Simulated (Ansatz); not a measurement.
Two isomers of C3H10Si2: A = `C=C(C)[SiH2][SiH3]`, B = `C1C[SiH2][SiH2]C1`.

Calculated with Ansatz (gas phase, PBE0-D4/def2-TZVP geometries, no zero-point term in ΔE). CCSD(T)/CBS is the MP2 limit (def2-TZVPP, def2-QZVPP) plus CCSD(T) − MP2 in def2-TZVPP, frozen cores. DFT in def2-TZVPP. B3LYP here is the variant with VWN-RPA as its local correlation; programs differ in this. One conformer a species, not always the lowest.

A:

```xyz
15

C     0.176    0.571    2.096
C     0.522    0.141    0.884
C     1.341   -1.099    0.685
Si   -0.047    1.084   -0.630
Si   -1.538   -0.204   -1.898
H     0.476    0.036    2.995
H    -0.414    1.470    2.243
H     1.604   -1.562    1.639
H     2.267   -0.876    0.145
H     0.803   -1.839    0.083
H     1.123    1.419   -1.494
H    -0.708    2.349   -0.208
H    -2.764   -0.507   -1.110
H    -0.905   -1.496   -2.288
H    -1.937    0.511   -3.141
```

B:

```xyz
15

C    -0.995    0.456    0.741
C    -0.270    1.390   -0.236
Si    0.569    0.339   -1.576
Si    0.758   -1.523   -0.175
C    -0.063   -0.633    1.287
H    -1.842   -0.016    0.228
H    -1.427    1.033    1.566
H     0.509    1.948    0.297
H    -0.952    2.130   -0.661
H    -0.334    0.123   -2.741
H     1.836    0.941   -2.076
H     2.134   -1.999    0.135
H    -0.049   -2.692   -0.622
H     0.726   -0.173    1.893
H    -0.600   -1.325    1.941
```

(1) Which is lower in electronic energy at CCSD(T)/CBS, and by how much? (Best estimate.)

(2) Give E(B) − E(A) in kJ/mol with CCSD/def2-TZVPP, B2PLYP, MP2/def2-TZVPP, ωB97M-V, r2SCAN-D4, CCSD(T)/def2-TZVPP, B3LYP-D4. (An estimate is asked.)

Largest T1 diagnostic: 0.012.

Results:

(1) Ansatz gave: B, by 85.2 kJ/mol.

(2) Computed: CCSD/def2-TZVPP -82.6, B2PLYP -75.1, MP2/def2-TZVPP -93.3, ωB97M-V -90.2, r2SCAN-D4 -88.4, CCSD(T)/def2-TZVPP -82.7, B3LYP-D4 -71.6. None reverses the order clearly.

From PBE to PBE0 (25 % exact exchange), in def2-TZVPP and without D4, E(B) − E(A) moves by −11.1 kJ/mol. The D4 term adds −5.7 kJ/mol with B3LYP and −2.5 kJ/mol with PBE0; it sums over pairs of atoms, weighted by their polarisabilities, and B3LYP, whose exchange is more repulsive, gets the larger term.
